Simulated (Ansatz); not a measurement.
Relaxation of C$_{2}$H$_{8}$NSbSn (13 atoms, charge 0, multiplicity 1), to a largest force component of 0.015 eV/Å in at most 40 steps.

Method: Ansatz, RKS PBE-D4/def2-SVP.

```xyz
13
Properties=species:S:1:pos:R:3
C -1.275 -1.146 0.862
N -0.149 -0.311 1.106
C 0.472 0.325 0.177
Sn 0.016 0.311 -1.873
Sb 2.234 1.446 0.729
H -1.685 -1.518 1.805
H -1.056 -1.930 0.158
H -2.090 -0.449 0.416
H -1.669 0.970 -1.992
H 1.072 1.274 -2.767
H -0.041 -1.349 -2.435
H 3.166 0.764 -0.632
H 1.732 2.779 -0.234
```

Question: Where does it end, and by what steps?

Answer: The run converged. After 16 steps the energy has fallen by 0.436 eV; H8 moved furthest, 1.07 Å.

```
step  energy less start (eV)  largest force component (eV/Å)  accepted
   0                  0.0000                           2.234       yes
   1                 -0.2358                           0.986       yes
   2                 -0.2731                           1.922       yes
   3                 -0.3285                           0.708       yes
   4                 -0.3591                           0.263       yes
   5                 -0.3755                           0.192       yes
   6                 -0.3691                           0.650        no
   7                 -0.3876                           0.160       yes
   8                 -0.3991                           0.154       yes
   9                 -0.4083                           0.324       yes
  10                 -0.4220                           0.248       yes
  11                 -0.3826                           0.987        no
  12                 -0.4345                           0.073       yes
  13                 -0.4358                           0.035       yes
  14                 -0.4360                           0.051       yes
  15                 -0.4361                           0.036       yes
  16                 -0.4363                           0.009       yes
```

```xyz
13
Properties=species:S:1:pos:R:3
C -1.363 -1.004 0.932
N -0.185 -0.204 1.144
C 0.469 0.320 0.190
Sn -0.016 0.147 -1.998
Sb 2.239 1.507 0.821
H -1.209 -2.011 1.375
H -1.645 -1.125 -0.146
H -2.220 -0.550 1.475
H -1.582 0.785 -2.388
H 1.179 1.079 -2.828
H 0.066 -1.490 -2.567
H 3.208 0.878 -0.482
H 1.786 2.834 -0.210
```

The run took 43 s on 2 threads of Intel(R) Xeon(R) Platinum 8488C (Sapphire Rapids) (shared host), peak memory 0.21 GiB.
